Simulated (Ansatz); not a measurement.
Li6H7. Charge 0, multiplicity 4. Geometry PBE0-D4/def2-TZVP; atoms count from 1.

```xyz
13

Li   -0.812    1.023    0.724
Li   -0.553   -1.776    1.963
Li    0.994   -2.190   -0.990
Li    1.821    0.415    0.201
Li   -1.687   -1.671   -0.679
Li    0.421    0.093   -1.793
H     0.498   -0.301    1.484
H    -1.185    3.092    0.726
H     0.451    1.375   -0.456
H     0.323   -0.742    0.712
H    -1.793    2.884    1.118
H     1.972   -0.706   -1.130
H    -0.449   -1.496   -1.882
```

In the quartet, H8 and H11 lie 0.75 Å apart, H7 and H10 lie 0.91 Å apart (atoms count from 1), so H2 has formed as a molecule. At PBE0-D4/def2-TZVP a doublet of charge 0 lies 3.00 eV below the quartet, each at its own geometry. The structure comes from a short search, and lower isomers may exist.

Estimate the Mulliken populations from the PBE0/def2-TZVP orbitals of Ansatz.


```
atom  charge (e)  spin (α − β)
 Li1        0.15          0.56
 Li2        0.05          0.93
 Li3        0.40          0.33
 Li4        0.47          0.11
 Li5        0.25          0.57
 Li6        0.52          0.00
  H7       -0.17          0.33
  H8        0.05          0.01
  H9       -0.50         -0.02
 H10       -0.22          0.16
 H11        0.01          0.00
 H12       -0.50          0.01
 H13       -0.50          0.02
```
Mulliken values depend strongly on the basis.

Where does the spin sit?

Summed by element: Li 2.50, H 0.50, of 3 unpaired in all. Largest on single atoms: Li2 0.93, Li5 0.57, Li1 0.56.

And the Mayer bond orders between heavy atoms (over 0.3)?

Li2–Li5 0.38 (2.88 Å).
